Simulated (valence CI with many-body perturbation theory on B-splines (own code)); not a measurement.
# Valence orbitals of Cr¹¹⁺

Level of theory: configuration interaction combined with many-body perturbation theory (CI+MBPT): three valence electrons over a frozen Dirac-Fock core [Ne], radial functions for each j: 11 s, 11 p, 9 d, 7 f, 5 g, 2 h, 1 i, with the one-electron correlation potential Σ1, the two-electron term Σ2, the three-electron term Σ3, Breit, model QED; selected CI, second order for the rest, scaled by the run's own slope (own B-spline code, finite nucleus).

No measured spectrum was set against this ion. As an estimate, levels of excited configurations hold to 0.05 to 0.15 % of their energy, terms of the ground configuration to about 0.5 %.

These are the spectroscopic orbitals of the CI (the correlating ones are not listed), shaped by the core and the other valence electrons. h is the expectation value of the core's Dirac-Fock operator, without the valence repulsion; Σ1 is computed up to l = 3 at one energy for each symmetry, that of its lowest orbital but kept below the first core excitation, so for empty shells it is not the orbital's own correlation shift; Breit and QED include the response of the core.

```csv
Orbital,h (hartree),Σ1 (cm⁻¹),Breit (cm⁻¹),QED (cm⁻¹),⟨r⟩ (bohr)
3s1/2,-14.079,-4989,632,413,0.7805
4s1/2,-7.3425,-1500,228,151,1.521
5s1/2,-4.4976,-639,103,68.5,2.529
6s1/2,-3.0381,-337,55.6,37.2,3.779
3p1/2,-12.966,-5575,984,-39.7,0.7804
4p1/2,-6.8926,-1679,353,-13.9,1.568
5p1/2,-4.2793,-751,168,-6.6,2.605
6p1/2,-2.9155,-405,92.8,-3.6,3.890
3p3/2,-12.901,-5479,606,-9.3,0.7849
4p3/2,-6.8676,-1658,214,-3.1,1.574
5p3/2,-4.2671,-743,101,-1.4,2.613
6p3/2,-2.9086,-401,56.0,-0.8,3.900
3d3/2,-11.379,-6074,292,-19.2,0.7392
4d3/2,-6.3013,-1695,110,-7.0,1.587
5d3/2,-3.9946,-756,53.9,-3.4,2.673
3d5/2,-11.37,-6014,98.8,-13.1,0.7402
4d5/2,-6.2974,-1676,37.1,-4.6,1.588
5d5/2,-3.9926,-748,18.2,-2.2,2.675
4f5/2,-6.0606,-828,3.2,-0.9,1.449
5f5/2,-3.8729,-436,2.4,-0.5,2.564
4f7/2,-6.0594,-825,-0.8,0.0,1.450
5f7/2,-3.8723,-434,-0.6,-0.1,2.564
5g7/2,-3.8457,,0.0,-0.1,2.281
5g9/2,-3.8454,,0.0,0.1,2.282
```

Among the shells of the start configuration 3s2 3p1, Σ1 is largest in size for 3p1/2, where it is 0.20 % of h.

Lowest root of each symmetry, sizes in configuration state functions:

| J | Parity | Roots | Reference | Variational | Second order | Change by selected CI (cm⁻¹) | Change by second order (cm⁻¹) |
| --- | --- | --- | --- | --- | --- | --- | --- |
| 1/2 | even | 9 | 65 | 7334 | 16841 | -1302 | 0 |
| 3/2 | even | 13 | 95 | 12725 | 32732 | -1276 | 0 |
| 5/2 | even | 12 | 89 | 14406 | 43121 | -1293 | 0 |
| 7/2 | even | 7 | 54 | 13043 | 46254 | -3169 | -2 |
| 9/2 | even | 4 | 27 | 10817 | 40614 | -3499 | -2 |
| 1/2 | odd | 7 | 67 | 9097 | 23478 | -2592 | -1 |
| 3/2 | odd | 12 | 105 | 13857 | 40355 | -2582 | -1 |
| 5/2 | odd | 9 | 100 | 13838 | 43823 | -1930 | -1 |
| 7/2 | odd | 5 | 75 | 12365 | 48737 | -2332 | -1 |
| 9/2 | odd | 2 | 41 | 8971 | 32670 | -2323 | -3 |
